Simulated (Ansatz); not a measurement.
Consider the redistribution: `[Cl][AlH][Cl]` + `CC[Si](F)(F)F` → `C[CH2][Al]([Cl])[Cl]` + `F[SiH](F)F`.

Program: Ansatz. Geometries: PBE0-D4/def2-TZVP. ΔE: electronic, gas phase. CBS: MP2 limit from def2 TZ/QZ plus the TZ coupled-cluster correction, frozen cores. This one scheme is used for every species. Functionals use def2-TZVPP. HSE06 is defined as in plane-wave codes. One conformer a species, not always the lowest.

```json
{"level": "PBE0-D4", "ΔE (eV)": "0.14"}
{"level": "r2SCANh-D4", "ΔE (eV)": "0.14"}
{"level": "HSE06-D4", "ΔE (eV)": "0.13"}
{"level": "revPBE", "ΔE (eV)": "0.10"}
{"level": "PBE0", "ΔE (eV)": "0.14"}
{"level": "r2SCANh", "ΔE (eV)": "0.14"}
{"level": "CCSD(T)/def2-TZVPP", "ΔE (eV)": "0.11"}
{"level": "HF/CBS(def2)", "ΔE (eV)": "0.16"}
```

(1) What does CCSD(T)/CBS give? (Estimate.)

Largest T1 diagnostic among the species: 0.012.

Results:

(1) The calculation gave: +0.11 eV. The listed levels differ from it by 0.03, 0.03, 0.02, -0.01, 0.03, 0.03, 0.00, 0.05 eV.

At CCSD(T), def2-SVP lies +0.04 eV from the extrapolated value and def2-TZVPP +0.1 eV. From BLYP to BHLYP (50 % exact exchange), in def2-TZVPP and without D4, ΔE moves by +0.05 eV.
